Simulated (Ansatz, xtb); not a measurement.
# C3H5NOSi: where a starting geometry ends

The starting geometry of this gas-phase singlet was built from a drawn formula by distance geometry and a force field; its bonds are those of `[H]/N=C\C1=C[SiH2]O1`.

```xyz
11

C    -0.3199   -1.1411    0.8827
C    -0.8461    0.2338    0.7204
C    -1.3393    0.7425   -0.4161
N     0.1304   -1.6071    2.0280
O    -1.0420    1.2712    1.5585
Si   -1.6239    2.2976    0.3610
H     0.0432   -0.8396    2.7313
H    -0.3287   -1.7513   -0.0101
H    -1.3856    0.3266   -1.4965
H    -0.7562    3.4298    0.0844
H    -3.1152    2.5742    0.6364
```

Q: Predict what becomes of its bonds when it is optimised with r2SCAN-D4/def2-SVP.

A: It keeps its bonds, and is `[H]/N=C\C1=C[SiH2]O1`.

The energy falls by 1.02 eV over 9 steps:

```csv
step,E − E(last) (eV)
1,1.024
2,0.176
3,0.052
4,0.011
5,0.008
6,0.001
7,0.000
8,0.000
9,0.000
```

Final geometry (Å):

```xyz
11

C    -0.3197   -1.1200    0.8938
C    -0.8728    0.1983    0.5561
C    -1.3423    0.7307   -0.6093
N     0.0779   -1.4570    2.0576
O    -0.9599    1.1254    1.5848
Si   -1.6373    2.2328    0.4148
H    -0.0593   -0.6542    2.6914
H    -0.2586   -1.8419    0.0619
H    -1.4054    0.2557   -1.5865
H    -0.7817    3.4365    0.2398
H    -3.0241    2.6303    0.7756
```

From the same start GFN2-xTB reaches the same bonding as this run.

No frequencies were run, so the end isn't proven a minimum. Run with Ansatz 0.2.0, 26 s on 2 threads of Arm Neoverse V1, with other jobs on the host.
